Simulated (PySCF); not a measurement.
C4H9N, SMILES CN(C=C)C.

Geometry optimised at B3LYP-D3(BJ)/def2-SVP. Other conformers were not sampled.

Method: PySCF with TDA-PBE0/def2-SVPD.

Vertical excitations. The molecule is in vacuum.

Computed excitation energies, oscillator strengths and character:
```json
[
 {"state": "S1", "energy (eV)": "5.23", "λ (nm)": "237", "f": "0.046", "main pairs": "HOMO→LUMO 88 %"},
 {"state": "S2", "energy (eV)": "5.96", "λ (nm)": "208", "f": "0.009", "main pairs": "HOMO→LUMO+2 91 %"},
 {"state": "S3", "energy (eV)": "6.10", "λ (nm)": "203", "f": "0.063", "main pairs": "HOMO→LUMO+3 66 %, HOMO→LUMO+1 19 %"},
 {"state": "S4", "energy (eV)": "6.41", "λ (nm)": "193", "f": "0.365", "main pairs": "HOMO→LUMO+1 57 %, HOMO→LUMO+3 28 %"},
 {"state": "S5", "energy (eV)": "6.79", "λ (nm)": "183", "f": "0.015", "main pairs": "HOMO→LUMO+4 93 %"},
 {"state": "S6", "energy (eV)": "7.04", "λ (nm)": "176", "f": "0.014", "main pairs": "HOMO→LUMO+5 96 %"},
 {"state": "S7", "energy (eV)": "7.27", "λ (nm)": "171", "f": "0.033", "main pairs": "HOMO→LUMO+6 84 %"},
 {"state": "S8", "energy (eV)": "7.59", "λ (nm)": "163", "f": "0.040", "main pairs": "HOMO→LUMO+7 89 %"},
 {"state": "S9", "energy (eV)": "7.82", "λ (nm)": "159", "f": "0.030", "main pairs": "HOMO→LUMO+8 91 %"},
 {"state": "S10", "energy (eV)": "8.02", "λ (nm)": "155", "f": "0.045", "main pairs": "HOMO→LUMO+9 84 %"},
 {"state": "T1", "energy (eV)": "3.91", "λ (nm)": "317", "f": "0", "main pairs": "HOMO→LUMO+1 69 %, HOMO→LUMO 24 %"},
 {"state": "T2", "energy (eV)": "5.16", "λ (nm)": "240", "f": "0", "main pairs": "HOMO→LUMO 72 %, HOMO→LUMO+1 25 %"},
 {"state": "T3", "energy (eV)": "5.86", "λ (nm)": "211", "f": "0", "main pairs": "HOMO→LUMO+2 96 %"},
 {"state": "T4", "energy (eV)": "6.04", "λ (nm)": "205", "f": "0", "main pairs": "HOMO→LUMO+3 94 %"}
]
```
Triplets are in the Tamm–Dancoff approximation.
